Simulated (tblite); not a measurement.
Record of a relaxation.

Compound: C₆H₁₁N₃Si.
Numbering: `[CH3:1][C:2]#[C:3][Si@:4]([NH2:5])([C:6]#[N:7])[CH2:8][NH:9][CH3:10]` (hydrogens: H11, H12, H13 on C1; H14, H15 on N5; H16, H17 on C8; H18 on N9; H19, H20, H21 on C10)

Computed with GFN2-xTB (tblite), gas phase: L-BFGS steps from a force-field or distance-geometry start until the largest atomic force falls under 0.01 eV/Å. 8 of its 157 geometries are shown.

Step 0: E = -783.7904 eV, largest atomic force 3.056 eV/Å
```
atom  x, y, z in Å  |  force x, y, z in eV/Å
C1     -4.191   -0.093    1.002   -0.116  -0.730  -0.012
C2     -2.852   -0.221    0.431    0.700  -0.184  -0.315
C3     -1.717   -0.335   -0.002   -2.190   0.044   0.879
Si4    -0.046   -0.503   -0.707   -0.492   0.243  -1.280
N5     -0.120   -0.427   -2.478   -1.052   1.410   0.574
C6      0.709   -2.095   -0.228    1.110  -2.775   0.636
N7      1.182   -3.112    0.073   -0.790   1.727  -0.434
C8      1.002    0.830    0.067    0.561   0.674  -0.539
N9      2.369    0.346    0.049   -0.265  -1.308   0.172
C10     3.313    1.261    0.608    1.069  -0.115   0.618
H11    -4.755   -1.073    0.927    0.703   0.964   0.019
H12    -4.076    0.145    2.079   -0.256   0.066  -0.653
H13    -4.781    0.667    0.455    0.391  -0.279   0.450
H14    -1.149   -0.417   -2.715    1.598  -0.024  -0.144
H15     0.288    0.495   -2.772   -0.570  -1.300  -0.024
H16     0.667    1.155    1.065   -0.007   0.148  -0.182
H17     0.988    1.692   -0.658   -0.044  -0.302   0.920
H18     2.455   -0.570    0.551   -0.230   0.984  -0.675
H19     2.896    2.275    0.591    0.332  -0.194   0.105
H20     3.559    0.936    1.654    0.015   0.751  -0.527
H21     4.250    1.215    0.006   -0.468   0.200   0.411
```

Step 22: E = -784.3716 eV, largest atomic force 0.235 eV/Å
```
atom  x, y, z in Å  |  force x, y, z in eV/Å
C1     -4.268   -0.129    1.061    0.105  -0.004  -0.041
C2     -2.934   -0.308    0.536    0.183   0.062  -0.084
C3     -1.828   -0.412    0.067    0.116   0.064  -0.101
Si4    -0.147   -0.437   -0.724    0.063  -0.087   0.027
N5     -0.285   -0.179   -2.416   -0.067   0.081   0.105
C6      0.601   -2.109   -0.278   -0.090  -0.029   0.001
N7      1.074   -3.105    0.035   -0.004   0.014  -0.025
C8      1.065    0.819    0.069   -0.158  -0.042  -0.006
N9      2.454    0.392    0.011   -0.102   0.049  -0.206
C10     3.402    1.300    0.636   -0.076  -0.055   0.017
H11    -4.831   -1.056    0.967   -0.049   0.020   0.029
H12    -4.225    0.170    2.108   -0.007  -0.046   0.011
H13    -4.756    0.659    0.488   -0.104  -0.028   0.022
H14    -0.980   -0.627   -2.989    0.081  -0.027   0.072
H15     0.404    0.311   -2.962    0.011  -0.068   0.080
H16     0.720    1.031    1.097    0.091   0.028   0.023
H17     0.984    1.760   -0.486    0.082  -0.001   0.099
H18     2.574   -0.534    0.413   -0.109   0.051  -0.080
H19     3.071    2.332    0.523   -0.026  -0.017  -0.127
H20     3.529    1.109    1.706    0.042   0.041   0.115
H21     4.366    1.186    0.137    0.019  -0.006   0.069
```

Step 45: E = -784.4899 eV, largest atomic force 0.074 eV/Å
```
atom  x, y, z in Å  |  force x, y, z in eV/Å
C1     -4.280   -0.141    1.077    0.015  -0.004  -0.007
C2     -2.952   -0.217    0.509    0.017  -0.015   0.003
C3     -1.845   -0.288    0.038   -0.036  -0.005  -0.003
Si4    -0.148   -0.392   -0.685   -0.024   0.067   0.022
N5     -0.231   -0.128   -2.381   -0.004  -0.008  -0.034
C6      0.501   -2.110   -0.267   -0.036  -0.019   0.007
N7      0.915   -3.159   -0.062    0.008   0.008   0.027
C8      1.058    0.836    0.132    0.031  -0.007   0.021
N9      2.443    0.488   -0.144    0.025   0.007  -0.061
C10     3.376    1.323    0.585   -0.019  -0.004   0.001
H11    -4.782   -1.103    0.976    0.015  -0.002   0.002
H12    -4.222    0.118    2.134    0.016  -0.005  -0.017
H13    -4.868    0.618    0.559    0.029   0.003  -0.009
H14    -0.790   -0.745   -2.948   -0.012   0.017  -0.009
H15     0.586    0.173   -2.887    0.026   0.019   0.042
H16     0.863    0.886    1.217   -0.041  -0.014   0.027
H17     0.896    1.847   -0.253   -0.043  -0.029  -0.013
H18     2.606   -0.484    0.100    0.016  -0.015   0.013
H19     3.241    2.358    0.268    0.016  -0.002  -0.028
H20     3.229    1.281    1.675    0.015   0.005   0.032
H21     4.394    1.012    0.356   -0.015   0.003  -0.015
```

Step 67: E = -784.4997 eV, largest atomic force 0.039 eV/Å
```
atom  x, y, z in Å  |  force x, y, z in eV/Å
C1     -4.277   -0.152    1.077   -0.008  -0.001   0.001
C2     -2.958   -0.239    0.496   -0.013  -0.003  -0.001
C3     -1.863   -0.307    0.000    0.006   0.007  -0.007
Si4    -0.157   -0.405   -0.692    0.011  -0.006  -0.003
N5     -0.173   -0.082   -2.378    0.004   0.006  -0.002
C6      0.461   -2.126   -0.229   -0.015   0.010   0.010
N7      0.865   -3.158    0.065   -0.003   0.007  -0.017
C8      1.041    0.805    0.159    0.018  -0.013   0.007
N9      2.424    0.480   -0.158    0.002  -0.001   0.018
C10     3.369    1.329    0.539    0.000   0.003  -0.007
H11    -4.787   -1.111    0.988   -0.003  -0.003  -0.003
H12    -4.202    0.111    2.132   -0.001   0.003   0.000
H13    -4.860    0.611    0.562   -0.007  -0.002   0.004
H14    -0.744   -0.627   -3.001   -0.010  -0.023  -0.004
H15     0.674    0.218   -2.831    0.017   0.006   0.009
H16     0.857    0.814    1.248    0.012   0.016  -0.010
H17     0.851    1.821   -0.197    0.018  -0.018   0.030
H18     2.608   -0.489    0.090   -0.007   0.007  -0.001
H19     3.247    2.354    0.183   -0.006  -0.011   0.011
H20     3.232    1.326    1.633    0.008   0.009  -0.028
H21     4.383    1.000    0.313   -0.022   0.008  -0.007
```

Step 89: E = -784.5045 eV, largest atomic force 0.059 eV/Å
```
atom  x, y, z in Å  |  force x, y, z in eV/Å
C1     -4.303   -0.163    1.068    0.010   0.002  -0.004
C2     -2.989   -0.222    0.471   -0.011  -0.002   0.009
C3     -1.891   -0.266   -0.025    0.011  -0.012   0.000
Si4    -0.169   -0.392   -0.675   -0.008   0.026   0.022
N5     -0.113   -0.060   -2.359    0.000  -0.009   0.016
C6      0.397   -2.127   -0.208   -0.019   0.024  -0.015
N7      0.781   -3.168    0.073    0.013  -0.057   0.011
C8      1.042    0.776    0.216   -0.001   0.011   0.003
N9      2.415    0.462   -0.150   -0.009   0.008  -0.012
C10     3.377    1.346    0.475   -0.002   0.008  -0.005
H11    -4.796   -1.132    0.981    0.007   0.009  -0.006
H12    -4.213    0.093    2.124   -0.015   0.001  -0.003
H13    -4.913    0.592    0.571    0.019  -0.008  -0.006
H14    -0.641   -0.620   -3.008   -0.003  -0.002  -0.006
H15     0.759    0.240   -2.764    0.003   0.006  -0.002
H16     0.883    0.743    1.308    0.009   0.002  -0.007
H17     0.847    1.806   -0.092    0.007   0.001   0.006
H18     2.622   -0.497    0.116   -0.004  -0.006  -0.004
H19     3.212    2.358    0.104   -0.010   0.013   0.003
H20     3.301    1.366    1.573    0.006   0.002   0.003
H21     4.384    1.036    0.199   -0.004  -0.017  -0.003
```

Step 111: E = -784.5072 eV, largest atomic force 0.031 eV/Å
```
atom  x, y, z in Å  |  force x, y, z in eV/Å
C1     -4.327   -0.168    1.046    0.000   0.002   0.002
C2     -2.997   -0.227    0.487   -0.016   0.002   0.000
C3     -1.889   -0.265    0.015    0.011  -0.005  -0.019
Si4    -0.166   -0.393   -0.629    0.002  -0.013  -0.009
N5     -0.079   -0.057   -2.311   -0.007  -0.001  -0.010
C6      0.359   -2.150   -0.196   -0.009   0.008   0.006
N7      0.696   -3.217    0.052    0.015  -0.015   0.006
C8      1.047    0.770    0.260    0.008  -0.011   0.001
N9      2.408    0.474   -0.163    0.006   0.003   0.002
C10     3.388    1.365    0.423    0.006   0.005   0.004
H11    -4.815   -1.137    0.946   -0.001   0.002  -0.006
H12    -4.270    0.093    2.102   -0.012   0.006   0.005
H13    -4.917    0.585    0.524   -0.006  -0.001   0.002
H14    -0.575   -0.625   -2.978   -0.006   0.004   0.008
H15     0.793    0.272   -2.692   -0.006   0.005   0.009
H16     0.926    0.711    1.355    0.001   0.015  -0.003
H17     0.832    1.804   -0.022    0.008  -0.006   0.018
H18     2.632   -0.485    0.090    0.018   0.005  -0.006
H19     3.194    2.378    0.068   -0.002   0.008  -0.007
H20     3.368    1.379    1.524   -0.021  -0.008   0.021
H21     4.383    1.065    0.099    0.012  -0.005  -0.023
```

Step 134: E = -784.5099 eV, largest atomic force 0.039 eV/Å
```
atom  x, y, z in Å  |  force x, y, z in eV/Å
C1     -4.363   -0.158    1.001    0.006   0.001  -0.006
C2     -3.014   -0.222    0.490    0.026  -0.005  -0.006
C3     -1.891   -0.272    0.053   -0.033  -0.001   0.018
Si4    -0.162   -0.414   -0.576   -0.027   0.025   0.006
N5     -0.079   -0.048   -2.250   -0.002  -0.001   0.011
C6      0.346   -2.178   -0.154    0.018  -0.034   0.003
N7      0.681   -3.246    0.091   -0.003   0.011  -0.002
C8      1.075    0.727    0.313   -0.012  -0.014  -0.008
N9      2.417    0.486   -0.194    0.000   0.006  -0.023
C10     3.399    1.390    0.367    0.007   0.011   0.003
H11    -4.846   -1.128    0.889   -0.001  -0.001   0.001
H12    -4.352    0.111    2.058    0.017  -0.002  -0.006
H13    -4.935    0.589    0.452   -0.002   0.006  -0.008
H14    -0.566   -0.606   -2.930   -0.006  -0.003  -0.008
H15     0.782    0.318   -2.622    0.010  -0.005  -0.009
H16     1.015    0.614    1.407   -0.012   0.004   0.020
H17     0.825    1.768    0.094    0.004   0.000   0.010
H18     2.688   -0.473    0.011   -0.008   0.003   0.007
H19     3.156    2.405    0.047    0.004   0.013   0.000
H20     3.430    1.378    1.468    0.003  -0.014  -0.003
H21     4.385    1.130   -0.015    0.013  -0.001   0.000
```

Step 156: E = -784.5109 eV, largest atomic force 0.009 eV/Å
```
atom  x, y, z in Å  |  force x, y, z in eV/Å
C1     -4.374   -0.148    0.978   -0.003   0.000   0.002
C2     -3.019   -0.228    0.485    0.000   0.002   0.002
C3     -1.889   -0.288    0.070    0.002   0.004   0.001
Si4    -0.159   -0.420   -0.554    0.002   0.000   0.000
N5     -0.091   -0.054   -2.229   -0.001  -0.001   0.000
C6      0.366   -2.183   -0.142    0.000   0.000   0.004
N7      0.714   -3.248    0.099    0.002  -0.003  -0.002
C8      1.080    0.718    0.336    0.002   0.001  -0.003
N9      2.413    0.505   -0.208    0.003   0.000  -0.004
C10     3.404    1.399    0.355   -0.001   0.000   0.000
H11    -4.866   -1.114    0.868   -0.001  -0.004  -0.001
H12    -4.370    0.129    2.032   -0.001   0.002   0.004
H13    -4.931    0.601    0.416   -0.001   0.002  -0.002
H14    -0.602   -0.603   -2.900    0.004   0.005  -0.006
H15     0.770    0.295   -2.617    0.001  -0.006   0.003
H16     1.044    0.578    1.429   -0.001  -0.001  -0.003
H17     0.813    1.762    0.149    0.000  -0.001   0.000
H18     2.695   -0.456   -0.035   -0.003  -0.002   0.000
H19     3.149    2.422    0.075   -0.003   0.002   0.004
H20     3.466    1.349    1.453   -0.001  -0.003  -0.001
H21     4.381    1.157   -0.062   -0.002   0.002   0.000
```

Question: Summarise the path.

Answer: The energy falls by 69.52 kJ/mol from step 0 to step 156; nine tenths of that is first reached at step 31. It rises by more than 0.2 meV at steps 1 and 25. The largest force goes from 3.056 to 0.009 eV/Å. Among the bonds Si4–C6 changes most (a near tie, within 0.001 Å, with another), from 1.826 to 1.885 Å; the atoms move by 0.442 Å rms after alignment.

Question: Follow the three bonds and two angles with the largest change from start to end.

Answer: 
```tsv
step	E above end (kJ/mol)	largest force (eV/Å)	Si4–C6 (Å)	Si4–N5 (Å)	N5–H14 (Å)	Si4–N5–H14 (°)	Si4–N5–H15 (°)
0	69.52	3.056	1.826	1.774	1.056	105.3	107.5
7	25.84	0.255	1.877	1.723	1.006	114.9	117.7
14	18.28	0.206	1.892	1.718	1.006	122.5	120.6
20	14.98	0.161	1.877	1.711	1.005	124.8	123.6
27	8.89	0.180	1.884	1.717	1.006	119.4	121.8
34	4.72	0.173	1.882	1.724	1.005	117.6	118.4
41	2.60	0.131	1.886	1.722	1.006	118.7	119.5
47	1.92	0.066	1.887	1.720	1.007	119.3	119.9
54	1.67	0.075	1.883	1.718	1.007	120.0	119.4
61	1.24	0.062	1.886	1.718	1.007	120.1	118.9
68	1.07	0.044	1.886	1.716	1.006	120.8	119.4
75	0.94	0.043	1.886	1.717	1.007	120.7	119.3
81	0.79	0.049	1.884	1.716	1.007	120.9	118.9
88	0.64	0.059	1.884	1.717	1.006	120.6	118.7
95	0.55	0.029	1.886	1.717	1.007	120.7	118.9
102	0.45	0.023	1.886	1.717	1.006	120.8	118.7
109	0.39	0.059	1.884	1.718	1.006	120.8	118.6
115	0.30	0.030	1.884	1.717	1.006	121.0	118.5
122	0.25	0.013	1.885	1.716	1.006	121.2	118.5
129	0.18	0.031	1.885	1.716	1.006	121.2	118.7
136	0.08	0.022	1.884	1.716	1.006	121.3	118.8
142	0.06	0.017	1.884	1.716	1.006	121.3	118.8
149	0.01	0.031	1.885	1.716	1.006	121.2	118.8
156	0.00	0.009	1.885	1.716	1.006	120.9	118.9
```

What follows is the cost of the whole relaxation. The run took 2.6 s of wall time on Arm Neoverse N1, one thread, shared host with 64 logical CPUs at a one-minute load of 60.
